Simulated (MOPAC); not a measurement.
A run for MOPAC: PM3 on hydrogen telluride (SMILES [TeH2]), a point of a bond scan (R = 1.827 Å).

```
PM3 1SCF PRECISE CHARGE=0 THREADS=1
H2Te

Te     0.00005303 1     0.04331076 1     0.00164716 1
H     -1.29846639 1    -1.24159266 1    -0.04302245 1
H      1.17766186 1    -1.12737630 1    -0.04669061 1
```

Program output:

```
*******************************************************************************
 **                                                                           **
 **                              MOPAC v23.2.5                                **
 **                                                                           **
 *******************************************************************************
 ** MOPAC's Digital Object Identifier: https://doi.org/10.5281/zenodo.6511958 **
 **                                                                           **
 ** Please cite the open-source release paper for use of this MOPAC version:  **
 ** J. E. Moussa and J. J. P. Stewart (2026)                                  **
 ** MOPAC: An open-source semiempirical molecular orbital program             **
 ** J. Open Source Softw., 11(119), 8025, https://doi.org/10.21105/joss.08025 **
 *******************************************************************************

                              PM3 CALCULATION RESULTS

 *******************************************************************************
 *  PM3        - The PM3 Hamiltonian to be used
 *
 *
 *
 *                 CHARGE ON SYSTEM = 0
 *
 *
 *
 *  PRECISE    - TIGHTER CRITERIA TO BE USED
 *  1SCF       - DO 1 SCF AND THEN STOP
 *  THREADS=1  - MULTI-THREADING NOT USED
 *  T=         - A TIME OF 172800.0 SECONDS REQUESTED
 *  DUMP=N     - RESTART FILE WRITTEN EVERY 7200.0 SECONDS REQUESTED
 *******************************************************************************
PM3 1SCF PRECISE CHARGE=0 THREADS=1
 H2Te

   ATOM   CHEMICAL          X               Y               Z
  NUMBER   SYMBOL      (ANGSTROMS)     (ANGSTROMS)     (ANGSTROMS)

     1      Te          0.00005303  *   0.04331076  *   0.00164716  *
     2       H         -1.29846639  *  -1.24159266  *  -0.04302245  *
     3       H          1.17766186  *  -1.12737630  *  -0.04669061  *



          CARTESIAN COORDINATES

    NO.       ATOM           X           Y           Z

     1        Te          0.0001      0.0433      0.0016
     2         H         -1.2985     -1.2416     -0.0430
     3         H          1.1777     -1.1274     -0.0467

  H: (PM3): J. J. P. STEWART, J. COMP. CHEM. 10, 209 (1989).
 Te: (PM3): J. J. P. STEWART, J. COMP. CHEM. 12, 320-341 (1991).

           Empirical Formula: H2 Te  =     3 atoms



      MOLECULAR POINT GROUP   :   Cs


      RHF CALCULATION, NO. OF DOUBLY OCCUPIED LEVELS = 4


 -------------------------------------------------------------------------------
 PM3 1SCF PRECISE CHARGE=0 THREADS=1
 H2Te



     1SCF WAS SPECIFIED, SO BFGS WAS NOT USED
     SCF FIELD WAS ACHIEVED


                              PM3 CALCULATION
                                                       MOPAC v23.2.5 Linux




          FINAL HEAT OF FORMATION =         27.74985 KCAL/MOL =     116.10537 KJ/MOL


          COSMO AREA              =         76.70 SQUARE ANGSTROMS
          COSMO VOLUME            =         61.82 CUBIC ANGSTROMS

          IONIZATION POTENTIAL    =          8.880422 EV
          HOMO LUMO ENERGIES (EV) =         -8.880 -0.936
          NO. OF FILLED LEVELS    =          4
          MOLECULAR WEIGHT        =        129.6158         POINT GROUP:  Cs

          MOLECULAR DIMENSIONS (Angstroms)

            Atom       Atom       Distance
            H     3    H     2     2.47876
            H     2   Te     1     1.22460
           Te     1    H     2     0.00000


          SCF CALCULATIONS        =          1





   ATOM   CHEMICAL          X               Y               Z
  NUMBER   SYMBOL      (ANGSTROMS)     (ANGSTROMS)     (ANGSTROMS)

     1      Te          0.00005303  *   0.04331076  *   0.00164716  *
     2       H         -1.29846639  *  -1.24159266  *  -0.04302245  *
     3       H          1.17766186  *  -1.12737630  *  -0.04669061  *

                             CARTESIAN COORDINATES

   1   Te        0.000053030     0.043310760     0.001647160
   2    H       -1.298466390    -1.241592660    -0.043022450
   3    H        1.177661860    -1.127376300    -0.046690610


           Empirical Formula: H2 Te  =     3 atoms



      MOLECULAR POINT GROUP   :   Cs


                  EIGENVALUES
 -14.31066 -12.77291 -10.55492  -8.88042  -0.93575  -0.31518


              NET ATOMIC CHARGES AND DIPOLE CONTRIBUTIONS

  ATOM NO.   TYPE          CHARGE      No. of ELECS.   s-Pop       p-Pop
    1         Te           0.104643        5.8954     1.95823     3.93713
    2          H          -0.038141        1.0381     1.03814
    3          H          -0.066502        1.0665     1.06650
 DIPOLE           X         Y         Z       TOTAL
 POINT-CHG.    -0.138     0.609     0.024     0.625
 HYBRID         0.043    -0.377    -0.014     0.380
 SUM           -0.095     0.232     0.009     0.251


          ATOMIC ORBITAL ELECTRON POPULATIONS

     Atom    s        px        py        pz
    1 Te   1.95823   1.03694   0.90179   1.99840
    2  H   1.03814
    3  H   1.06650

 **********************
 *                    *
 * JOB ENDED NORMALLY *
 *                    *
 **********************




 == MOPAC DONE ==
```

The run finished.

Cost: about 0.020 core-seconds (a rough figure).
